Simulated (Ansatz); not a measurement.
Mulliken charges of CH$_{5}$Sb, SMILES `[CH3][SbH2]` from PBE/def2-TZVPP in Ansatz (PBE0-D4/def2-TZVP geometry).

```csv
atom,x (Å),y (Å),z (Å),charge (e)
C1,-0.611,-0.479,-0.405,-0.534
Sb2,0.668,0.180,1.209,0.339
H3,-0.439,-1.542,-0.575,0.128
H4,-1.649,-0.332,-0.109,0.128
H5,-0.406,0.077,-1.317,0.133
H6,0.412,1.843,0.900,-0.097
H7,2.086,0.184,0.251,-0.097
```

**Question.** By hand: the dipole of these point charges (1 e Å = 4.8032 D).

**Answer.** Σ q r = (-0.011, -0.109, 0.252) e Å, of length 0.275 e Å = 1.32 D.

**Question.** How does the dipole of the full density compare? (Estimate.)

**Answer.** Computed: (-0.111, -0.084, -0.070) e Å, 0.75 D; the point charges give 1.76 times that, at 100° from its direction.

Point charges leave out the atoms' own dipoles, such as those of lone pairs, and Mulliken's split depends on the basis, so the two needn't agree.
